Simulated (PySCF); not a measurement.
GeHO, SMILES [OH+]=[Ge] (connectivity only; charge and spin as stated), charge +1, multiplicity 1.

Geometry optimised at PBE0-D3(BJ)/def2-TZVP. The isomer is the one that the SMILES or the coordinates give; other isomers of the formula were not compared.

Calculation: PBE/def2-TZVPD (PySCF).

Gas-phase values at a fixed geometry.

Computed frontier levels, gap, dipole moment and polarisability:
| Property | Result |
|---|---|
| highest occupied level | -15.48 eV |
| lowest empty level | -9.61 eV |
| orbital gap | 5.87 eV |
| dipole moment about the centre of nuclear charge | 0.49 D |
| mean static polarisability | 24.7 bohr³ (3.65 Å³) |
| polarisability, principal values | 20.9, 20.9, 32.2 bohr³ |
